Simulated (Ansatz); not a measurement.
Reaction (substitution at a C–C bond): `C=C=C[CH2][GeH3]` + H–F → `F[CH2][GeH3]` + `C=C=C`

Isolated molecules relaxed with PBE0-D4/def2-TZVP in Ansatz; ΔE leaves out vibrations. CCSD(T)/CBS adds triple-zeta CCSD(T) − MP2 to the extrapolated MP2 energy (def2 sets, frozen cores). This one scheme is used for every species. Functionals use def2-TZVPP. For Ge outer-core shells are correlated without core-valence functions, which leaves a few kJ/mol of doubt a bond. Scalar relativity is left out up to krypton. One conformer a species, not always the lowest.

`C=C=C[CH2][GeH3]`:

```xyz
13

C    -0.220   -2.715   -0.675
C    -0.296   -1.616    0.016
C    -0.366   -0.513    0.706
C     0.651    0.581    0.677
Ge   -0.017    2.154   -0.305
H    -0.625   -2.779   -1.681
H     0.247   -3.607   -0.269
H    -1.244   -0.360    1.332
H     1.572    0.247    0.198
H     0.898    0.905    1.692
H     0.995    3.311   -0.216
H    -1.354    2.611    0.305
H    -0.240    1.781   -1.780
```

H–F:

Cartesian coordinates in Å:
```
F 0.177 -0.382 0.185
H -0.177 0.382 -0.185
```

`F[CH2][GeH3]`:

Z-matrix (Å, degrees):
```
C
Ge 1 1.975
F 1 1.386 2 110.3
H 1 1.094 2 110.7 3 119.9
H 1 1.094 2 110.7 3 -119.8
H 2 1.539 1 108.3 3 179.9
H 2 1.535 1 109.6 3 -60.5
H 2 1.535 1 109.6 3 60.3
```

`C=C=C`:

```xyz
7

C    -1.118    0.662    0.020
C     0.000    0.000    0.000
C     1.118   -0.662   -0.020
H    -1.262    1.500    0.694
H    -1.939    0.397   -0.638
H     1.269   -1.526    0.619
H     1.932   -0.370   -0.675
```

Question: Is it downhill or uphill in electronic energy at CCSD(T)/CBS, and by how much? (An estimate is asked.)

Answer: Ansatz gave: Uphill: ΔE = +0.85 eV.

Question: What do these levels give: ωB97M-V, B2PLYP, r2SCAN, MP2/def2-TZVPP, CCSD(T)/def2-TZVPP, MP2/CBS(def2)? (Best estimate.)

Answer: The calculation gave: ωB97M-V 0.69, B2PLYP 0.69, r2SCAN 0.67, MP2/def2-TZVPP 0.97, CCSD(T)/def2-TZVPP 0.81, MP2/CBS(def2) 1.01 eV.

Largest T1 diagnostic among the species: 0.012.

The D4 term adds +0.11 eV with B3LYP and +0.06 eV with PBE0; it sums over pairs of atoms, weighted by their polarisabilities, and B3LYP, whose exchange is more repulsive, gets the larger term. In def2-TZVPP, CCSD(T) changes the Hartree–Fock value by +0.28 eV (the triples alone add +0.03 eV) and MP2 by +0.43 eV. From PBE to PBE0 (25 % exact exchange), in def2-TZVPP and without D4, ΔE moves by +0.06 eV.

B3LYP here is the variant with VWN-RPA as its local correlation; programs differ in this.
